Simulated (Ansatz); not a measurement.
One change: `N[SiH2]F` becomes `N[SiH2][GaH2]`.

Ansatz, PBE0-D4/def2-TZVP geometries, multiplicity 1. Each molecule was computed in one conformer, which needn't be the lowest.

Scalar relativity is left out up to krypton.

| property | `N[SiH2]F` |
| --- | --- |
| LUMO energy (PBE0/def2-TZVPP) / eV | 0.56 |
| size of the dipole moment (B3LYP/def2-TZVPP) / D | 1.97 |
| ideal-gas entropy at 298 K and 1 bar (rigid rotor, harmonic PBE0-D4/def2-TZVP) / J/(mol·K) | 282 |
| LUMO energy (B3LYP/def2-TZVPP) / eV | 0.24 |
| HOMO energy (ωB97M-V/def2-TZVPP) / eV | -10.59 |
| HOMO energy (PBE/def2-TZVPP) / eV | -6.66 |

(1) Give the same properties after the change, and the shifts. (An estimate is asked.)

Answers

(1) Ansatz gave: 
```csv
property,`N[SiH2][GaH2]`,shift
LUMO energy (PBE0/def2-TZVPP) / eV,-1.96,-2.52
size of the dipole moment (B3LYP/def2-TZVPP) / D,1.39,-0.58
"ideal-gas entropy at 298 K and 1 bar (rigid rotor, harmonic PBE0-D4/def2-TZVP) / J/(mol·K)",338,56
LUMO energy (B3LYP/def2-TZVPP) / eV,-2.22,-2.46
HOMO energy (ωB97M-V/def2-TZVPP) / eV,-9.24,1.35
HOMO energy (PBE/def2-TZVPP) / eV,-5.86,0.80
```

With PBE0 the HOMO rises by 1.03 eV and the LUMO falls by 2.52 eV, so the gap narrows by about 3.55 eV. PBE moves the HOMO by 0.80 eV and ωB97M-V by 1.35 eV. The zero-point energy changes by 25.5 kJ/mol with +6 modes. Dipoles are sizes alone; their direction can turn.

B3LYP here is the variant with VWN-RPA as its local correlation; programs differ in this.
